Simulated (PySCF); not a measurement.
CH5O (SMILES C[OH2+]), charge +1, singlet, at a GFN2-xTB geometry; BLYP/6-31G* (PySCF).

Here is a job for PySCF.
```python
from pyscf import gto, scf, dft

mol = gto.M(
    atom='''
C    -0.737154    0.122627    0.078956
O     0.689446   -0.101330   -0.156018
H    -1.288289   -0.589333   -0.533403
H    -0.971855    1.132604   -0.253429
H    -1.000201    0.000283    1.128716
H     0.939683   -1.018858    0.088706
H     1.228020    0.550182    0.343820
''',
    basis='6-31g*',
    charge=1,
    spin=0,
    verbose=4,
)

mf = dft.RKS(mol)
mf.xc = 'blyp'
mf.diis = False
mf.damp = 0.3
mf.diis_start_cycle = 200
mf.max_cycle = 150
mf.kernel()
```

It wrote (shortened):

```
PySCF version 2.14.0

[INPUT] verbose = 4
[INPUT] num. atoms = 7
[INPUT] num. electrons = 18
[INPUT] charge = 1
[INPUT] spin (= nelec alpha-beta = 2S) = 0
[INPUT] symmetry False subgroup None
[INPUT] Mole.unit = angstrom
[INPUT] Symbol           X                Y                Z      unit          X                Y                Z       unit  Magmom
[...]
nuclear repulsion = 46.4092710413923
number of shells = 22
number of NR pGTOs = 74
number of NR cGTOs = 38
basis = 6-31g*
ecp = {}

******** <class 'pyscf.dft.rks.RKS'> ********
method = RKS
initial guess = minao
damping factor = 0.3
level_shift factor = 0
DIIS disabled
SCF conv_tol = 1e-09
SCF conv_tol_grad = None
SCF max_cycles = 150
direct_scf = True
direct_scf_tol = 1e-13
XC library pyscf.dft.libxc version 7.1.2
    S. Lehtola, C. Steigemann, M. J. T. Oliveira, and M. A. L. Marques,  SoftwareX 7, 1–5 (2018)
XC functionals = blyp
    A. D. Becke,  Phys. Rev. A 38, 3098 (1988)
    C. Lee, W. Yang, and R. G. Parr,  Phys. Rev. B 37, 785 (1988)
    B. Miehlich, A. Savin, H. Stoll, and H. Preuss,  Chem. Phys. Lett. 157, 200 (1989)
radial grids:
    Treutler-Ahlrichs [JCP 102, 346 (1995); DOI:10.1063/1.469408] (M4) radial grids

becke partition: Becke, JCP 88, 2547 (1988); DOI:10.1063/1.454033
pruning grids: <function nwchem_prune>
grids dens level: 3
symmetrized grids: False
atomic radii adjust function: <function treutler_atomic_radii_adjust>
small_rho_cutoff = 0
Set gradient conv threshold to 3.16228e-05
Initial guess from minao.
tot grids = 77240
init E= -116.303939174612
[...]
cycle= 1 E= -115.933085010171  delta_E= 0.371  |g|= 0.388  |ddm|= 2.03
[...]
cycle= 2 E= -115.948598953149  delta_E= -0.0155  |g|= 0.283  |ddm|= 0.373
[...]
cycle= 3 E= -115.949941961349  delta_E= -0.00134  |g|= 0.274  |ddm|= 0.326
[...]
cycle= 4 E= -115.950295727444  delta_E= -0.000354  |g|= 0.27  |ddm|= 0.301
[...]
cycle= 5 E= -115.950662200508  delta_E= -0.000366  |g|= 0.267  |ddm|= 0.297
[...]
cycle= 6 E= -115.950636403455  delta_E= 2.58e-05  |g|= 0.266  |ddm|= 0.292
[...]
cycle= 7 E= -115.950843162317  delta_E= -0.000207  |g|= 0.265  |ddm|= 0.291
[...]
cycle= 8 E= -115.950745118444  delta_E= 9.8e-05  |g|= 0.265  |ddm|= 0.289
[...]
cycle= 9 E= -115.950921896833  delta_E= -0.000177  |g|= 0.264  |ddm|= 0.289
[...]
cycle= 10 E= -115.950810245986  delta_E= 0.000112  |g|= 0.264  |ddm|= 0.288
[...]
cycle= 11 E= -115.950980886525  delta_E= -0.000171  |g|= 0.263  |ddm|= 0.288
[...]
cycle= 12 E= -115.950866980367  delta_E= 0.000114  |g|= 0.264  |ddm|= 0.287
[...]
cycle= 13 E= -115.951035692022  delta_E= -0.000169  |g|= 0.262  |ddm|= 0.287
[...]
cycle= 14 E= -115.950921792093  delta_E= 0.000114  |g|= 0.263  |ddm|= 0.287
[...]
cycle= 15 E= -115.951089257224  delta_E= -0.000167  |g|= 0.262  |ddm|= 0.286
[...]
cycle= 16 E= -115.950975841732  delta_E= 0.000113  |g|= 0.262  |ddm|= 0.286
[...]
cycle= 17 E= -115.951142149889  delta_E= -0.000166  |g|= 0.261  |ddm|= 0.286
[...]
cycle= 18 E= -115.951029328819  delta_E= 0.000113  |g|= 0.262  |ddm|= 0.285
[...]
cycle= 19 E= -115.951194487316  delta_E= -0.000165  |g|= 0.26  |ddm|= 0.285
[...]
cycle= 20 E= -115.951082286877  delta_E= 0.000112  |g|= 0.261  |ddm|= 0.285
[...]
cycle= 21 E= -115.951246299795  delta_E= -0.000164  |g|= 0.26  |ddm|= 0.284
[...]
cycle= 22 E= -115.951134724143  delta_E= 0.000112  |g|= 0.261  |ddm|= 0.284
[...]
cycle= 23 E= -115.95129760005  delta_E= -0.000163  |g|= 0.259  |ddm|= 0.284
[...]
cycle= 24 E= -115.951186646513  delta_E= 0.000111  |g|= 0.26  |ddm|= 0.283
[...]
cycle= 25 E= -115.951348396889  delta_E= -0.000162  |g|= 0.259  |ddm|= 0.283
[...]
cycle= 26 E= -115.951238060402  delta_E= 0.00011  |g|= 0.26  |ddm|= 0.283
[...]
cycle= 27 E= -115.951398698046  delta_E= -0.000161  |g|= 0.258  |ddm|= 0.282
[...]
cycle= 28 E= -115.951288972665  delta_E= 0.00011  |g|= 0.259  |ddm|= 0.282
[...]
cycle= 29 E= -115.951448510847  delta_E= -0.00016  |g|= 0.258  |ddm|= 0.282
[...]
cycle= 30 E= -115.951339390319  delta_E= 0.000109  |g|= 0.258  |ddm|= 0.282
[...]
cycle= 31 E= -115.951497842386  delta_E= -0.000158  |g|= 0.257  |ddm|= 0.281
[...]
cycle= 32 E= -115.951389320389  delta_E= 0.000109  |g|= 0.258  |ddm|= 0.281
[...]
cycle= 33 E= -115.951546699589  delta_E= -0.000157  |g|= 0.257  |ddm|= 0.281
[...]
cycle= 34 E= -115.951438769824  delta_E= 0.000108  |g|= 0.257  |ddm|= 0.28
[...]
cycle= 35 E= -115.951595089235  delta_E= -0.000156  |g|= 0.256  |ddm|= 0.28
[...]
cycle= 36 E= -115.951487745467  delta_E= 0.000107  |g|= 0.257  |ddm|= 0.28
[...]
cycle= 37 E= -115.951643017969  delta_E= -0.000155  |g|= 0.256  |ddm|= 0.28
[...]
cycle= 38 E= -115.951536254044  delta_E= 0.000107  |g|= 0.256  |ddm|= 0.279
[...]
cycle= 39 E= -115.95169049231  delta_E= -0.000154  |g|= 0.255  |ddm|= 0.279
[...]
cycle= 40 E= -115.951584302159  delta_E= 0.000106  |g|= 0.256  |ddm|= 0.279
[...]
cycle= 41 E= -115.951737518652  delta_E= -0.000153  |g|= 0.255  |ddm|= 0.278
[...]
cycle= 42 E= -115.951631896295  delta_E= 0.000106  |g|= 0.255  |ddm|= 0.278
[...]
cycle= 43 E= -115.95178410327  delta_E= -0.000152  |g|= 0.254  |ddm|= 0.278
[...]
cycle= 44 E= -115.951679042812  delta_E= 0.000105  |g|= 0.255  |ddm|= 0.278
[...]
cycle= 45 E= -115.951830252319  delta_E= -0.000151  |g|= 0.253  |ddm|= 0.277
[...]
cycle= 46 E= -115.951725747956  delta_E= 0.000105  |g|= 0.254  |ddm|= 0.277
[...]
cycle= 47 E= -115.951875971846  delta_E= -0.00015  |g|= 0.253  |ddm|= 0.277
[...]
cycle= 48 E= -115.951772017854  delta_E= 0.000104  |g|= 0.254  |ddm|= 0.276
[...]
cycle= 49 E= -115.95192126778  delta_E= -0.000149  |g|= 0.252  |ddm|= 0.276
[...]
cycle= 50 E= -115.951817858522  delta_E= 0.000103  |g|= 0.253  |ddm|= 0.276
[...]
cycle= 51 E= -115.951966145947  delta_E= -0.000148  |g|= 0.252  |ddm|= 0.276
[...]
cycle= 52 E= -115.951863275866  delta_E= 0.000103  |g|= 0.253  |ddm|= 0.275
[...]
cycle= 53 E= -115.952010612063  delta_E= -0.000147  |g|= 0.251  |ddm|= 0.275
[...]
cycle= 54 E= -115.951908275683  delta_E= 0.000102  |g|= 0.252  |ddm|= 0.275
[...]
[...]
[...]
cycle= 80 E= -115.952457734411  delta_E= 9.59e-05  |g|= 0.246  |ddm|= 0.268
[...]
cycle= 81 E= -115.952592840558  delta_E= -0.000135  |g|= 0.245  |ddm|= 0.268
[...]
cycle= 82 E= -115.952497442664  delta_E= 9.54e-05  |g|= 0.246  |ddm|= 0.268
[...]
cycle= 83 E= -115.952631746566  delta_E= -0.000134  |g|= 0.244  |ddm|= 0.267
[...]
cycle= 84 E= -115.952536808937  delta_E= 9.49e-05  |g|= 0.245  |ddm|= 0.267
[...]
cycle= 85 E= -115.952670319329  delta_E= -0.000134  |g|= 0.244  |ddm|= 0.267
[...]
cycle= 86 E= -115.952575837592  delta_E= 9.45e-05  |g|= 0.245  |ddm|= 0.267
[...]
cycle= 87 E= -115.95270856308  delta_E= -0.000133  |g|= 0.244  |ddm|= 0.266
[...]
cycle= 88 E= -115.952614532922  delta_E= 9.4e-05  |g|= 0.244  |ddm|= 0.266
[...]
cycle= 89 E= -115.95274648198  delta_E= -0.000132  |g|= 0.243  |ddm|= 0.266
[...]
cycle= 90 E= -115.952652899145  delta_E= 9.36e-05  |g|= 0.244  |ddm|= 0.266
[...]
cycle= 91 E= -115.952784080119  delta_E= -0.000131  |g|= 0.243  |ddm|= 0.265
[...]
cycle= 92 E= -115.95269094041  delta_E= 9.31e-05  |g|= 0.243  |ddm|= 0.265
[...]
cycle= 93 E= -115.95282136152  delta_E= -0.00013  |g|= 0.242  |ddm|= 0.265
[...]
cycle= 94 E= -115.952728660793  delta_E= 9.27e-05  |g|= 0.243  |ddm|= 0.265
[...]
cycle= 95 E= -115.952858330138  delta_E= -0.00013  |g|= 0.242  |ddm|= 0.264
[...]
cycle= 96 E= -115.952766064307  delta_E= 9.23e-05  |g|= 0.243  |ddm|= 0.264
[...]
cycle= 97 E= -115.952894989864  delta_E= -0.000129  |g|= 0.241  |ddm|= 0.264
[...]
cycle= 98 E= -115.952803154893  delta_E= 9.18e-05  |g|= 0.242  |ddm|= 0.264
[...]
cycle= 99 E= -115.952931344522  delta_E= -0.000128  |g|= 0.241  |ddm|= 0.264
[...]
cycle= 100 E= -115.952839936432  delta_E= 9.14e-05  |g|= 0.242  |ddm|= 0.263
[...]
cycle= 101 E= -115.952967397876  delta_E= -0.000127  |g|= 0.241  |ddm|= 0.263
[...]
cycle= 102 E= -115.952876412738  delta_E= 9.1e-05  |g|= 0.241  |ddm|= 0.263
[...]
cycle= 103 E= -115.953003153626  delta_E= -0.000127  |g|= 0.24  |ddm|= 0.263
[...]
cycle= 104 E= -115.952912587564  delta_E= 9.06e-05  |g|= 0.241  |ddm|= 0.262
[...]
cycle= 105 E= -115.953038615412  delta_E= -0.000126  |g|= 0.24  |ddm|= 0.262
[...]
cycle= 106 E= -115.9529484646  delta_E= 9.02e-05  |g|= 0.24  |ddm|= 0.262
[...]
cycle= 107 E= -115.953073786818  delta_E= -0.000125  |g|= 0.239  |ddm|= 0.262
[...]
cycle= 108 E= -115.952984047478  delta_E= 8.97e-05  |g|= 0.24  |ddm|= 0.261
[...]
cycle= 109 E= -115.953108671365  delta_E= -0.000125  |g|= 0.239  |ddm|= 0.261
[...]
cycle= 110 E= -115.95301933977  delta_E= 8.93e-05  |g|= 0.24  |ddm|= 0.261
[...]
cycle= 111 E= -115.953143272522  delta_E= -0.000124  |g|= 0.238  |ddm|= 0.261
[...]
cycle= 112 E= -115.953054344992  delta_E= 8.89e-05  |g|= 0.239  |ddm|= 0.261
[...]
cycle= 113 E= -115.953177593698  delta_E= -0.000123  |g|= 0.238  |ddm|= 0.26
[...]
cycle= 114 E= -115.953089066599  delta_E= 8.85e-05  |g|= 0.239  |ddm|= 0.26
[...]
cycle= 115 E= -115.953211638252  delta_E= -0.000123  |g|= 0.238  |ddm|= 0.26
[...]
cycle= 116 E= -115.953123507998  delta_E= 8.81e-05  |g|= 0.238  |ddm|= 0.26
[...]
cycle= 117 E= -115.953245409484  delta_E= -0.000122  |g|= 0.237  |ddm|= 0.259
[...]
cycle= 118 E= -115.953157672535  delta_E= 8.77e-05  |g|= 0.238  |ddm|= 0.259
[...]
cycle= 119 E= -115.953278910647  delta_E= -0.000121  |g|= 0.237  |ddm|= 0.259
[...]
cycle= 120 E= -115.953191563507  delta_E= 8.73e-05  |g|= 0.238  |ddm|= 0.259
[...]
cycle= 121 E= -115.95331214494  delta_E= -0.000121  |g|= 0.236  |ddm|= 0.259
[...]
cycle= 122 E= -115.953225184157  delta_E= 8.7e-05  |g|= 0.237  |ddm|= 0.258
[...]
cycle= 123 E= -115.953345115512  delta_E= -0.00012  |g|= 0.236  |ddm|= 0.258
[...]
cycle= 124 E= -115.953258537677  delta_E= 8.66e-05  |g|= 0.237  |ddm|= 0.258
[...]
cycle= 125 E= -115.953377825463  delta_E= -0.000119  |g|= 0.236  |ddm|= 0.258
[...]
cycle= 126 E= -115.95329162721  delta_E= 8.62e-05  |g|= 0.236  |ddm|= 0.258
[...]
cycle= 127 E= -115.953410277843  delta_E= -0.000119  |g|= 0.235  |ddm|= 0.257
[...]
cycle= 128 E= -115.95332445585  delta_E= 8.58e-05  |g|= 0.236  |ddm|= 0.257
[...]
cycle= 129 E= -115.953442475657  delta_E= -0.000118  |g|= 0.235  |ddm|= 0.257
[...]
cycle= 130 E= -115.953357026641  delta_E= 8.54e-05  |g|= 0.236  |ddm|= 0.257
[...]
cycle= 131 E= -115.953474421863  delta_E= -0.000117  |g|= 0.235  |ddm|= 0.256
[...]
cycle= 132 E= -115.953389342582  delta_E= 8.51e-05  |g|= 0.235  |ddm|= 0.256
[...]
cycle= 133 E= -115.953506119371  delta_E= -0.000117  |g|= 0.234  |ddm|= 0.256
[...]
cycle= 134 E= -115.953421406623  delta_E= 8.47e-05  |g|= 0.235  |ddm|= 0.256
[...]
cycle= 135 E= -115.953537571049  delta_E= -0.000116  |g|= 0.234  |ddm|= 0.256
[...]
cycle= 136 E= -115.953453221673  delta_E= 8.43e-05  |g|= 0.234  |ddm|= 0.255
[...]
cycle= 137 E= -115.95356877972  delta_E= -0.000116  |g|= 0.233  |ddm|= 0.255
[...]
cycle= 138 E= -115.953484790592  delta_E= 8.4e-05  |g|= 0.234  |ddm|= 0.255
[...]
cycle= 139 E= -115.953599748163  delta_E= -0.000115  |g|= 0.233  |ddm|= 0.255
[...]
cycle= 140 E= -115.953516116198  delta_E= 8.36e-05  |g|= 0.234  |ddm|= 0.255
[...]
cycle= 141 E= -115.953630479117  delta_E= -0.000114  |g|= 0.233  |ddm|= 0.254
[...]
cycle= 142 E= -115.953547201267  delta_E= 8.33e-05  |g|= 0.233  |ddm|= 0.254
[...]
cycle= 143 E= -115.953660975277  delta_E= -0.000114  |g|= 0.232  |ddm|= 0.254
[...]
cycle= 144 E= -115.953578048531  delta_E= 8.29e-05  |g|= 0.233  |ddm|= 0.254
[...]
cycle= 145 E= -115.9536912393  delta_E= -0.000113  |g|= 0.232  |ddm|= 0.254
[...]
cycle= 146 E= -115.953608660684  delta_E= 8.26e-05  |g|= 0.233  |ddm|= 0.253
[...]
cycle= 147 E= -115.953721273801  delta_E= -0.000113  |g|= 0.232  |ddm|= 0.253
[...]
cycle= 148 E= -115.953639040376  delta_E= 8.22e-05  |g|= 0.232  |ddm|= 0.253
[...]
cycle= 149 E= -115.953751081356  delta_E= -0.000112  |g|= 0.231  |ddm|= 0.253
[...]
cycle= 150 E= -115.95366919022  delta_E= 8.19e-05  |g|= 0.232  |ddm|= 0.253
SCF not converged.
SCF energy = -115.95366919022
```

Convergence was not reached.
